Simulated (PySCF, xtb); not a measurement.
C4H11FSi, SMILES CC(C)C[SiH2]F. Other conformers were not sampled.

Harmonic wavenumbers (cm⁻¹) from xtb 6.7.1 with GFN2-xTB at its own minimum, in rising order: 45, 76, 177, 195, 215, 240, 338, 379, 436, 509, 586, 687, 751, 769, 788, 828, 892, 948, 986, 990, 1060, 1134, 1185, 1223, 1267, 1336, 1342, 1411, 1424, 1474, 1497, 1500, 1506, 1511, 2307, 2326, 2919, 2955, 2975, 3022, 3024, 3028, 3031, 3034, 3043.

What does B3LYP-D3(BJ)/def2-SVP in PySCF give at its own minimum? (The exact figures need the calculation; the answer reports its results.)

45, 110, 166, 230, 244, 267, 343, 381, 431, 580, 684, 744, 785, 838, 854, 929, 943, 962, 966, 973, 1057, 1118, 1185, 1223, 1240, 1351, 1358, 1392, 1407, 1420, 1461, 1467, 1479, 1483, 2232, 2236, 3000, 3004, 3018, 3026, 3053, 3096, 3102, 3106, 3129. Paired by order, the mean absolute difference is 38 cm⁻¹ and the zero-point energies are 87.7 and 88.8 kcal/mol.
